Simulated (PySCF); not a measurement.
**Radial density of In (indium, neutral)**

wB97M-V, [Kr] 4d10 5s1 5p1 5d1, one real determinant (an excited configuration). All numbers are calculated (PySCF 2.14, scalar relativity by spin-free X2C-1e, in x2c-TZVPPall with one added diffuse shell each of s, p, d, f type (9s7p5d3f, 76 functions)).

```tsv
r (bohr)	4πr²ρ (e/bohr)	4πr²(ρα − ρβ)
0.0272	60.09	0.0055
0.0458	54.84	0.0099
0.0770	76.69	0.0271
0.129	66.91	-0.0050
0.218	59.65	0.0387
0.366	49.59	0.0079
0.616	19.04	0.1304
1.04	18.11	-0.0322
1.74	4.106	0.6400
2.93	0.9512	0.7749
4.93	0.2569	0.2564
8.30	0.1262	0.1262
14.0	0.002465	0.0025
```

Densities and radii are taken from the X2C orbitals without a picture-change correction, which distorts them close to the nucleus.

⟨L²⟩ = 8.01 against 12 for a pure F term, so this real determinant mixes terms. The outer electron is Rydberg-like, and this basis confines it to a smaller radius and binds it less than a complete one would.

Where is the radial spin density 4πr²(ρα − ρβ) most negative, and why is it negative at all?

Around r = 1.04 bohr, down to -0.0322 e/bohr: exchange with the open shell polarises the paired shells in an unrestricted calculation.
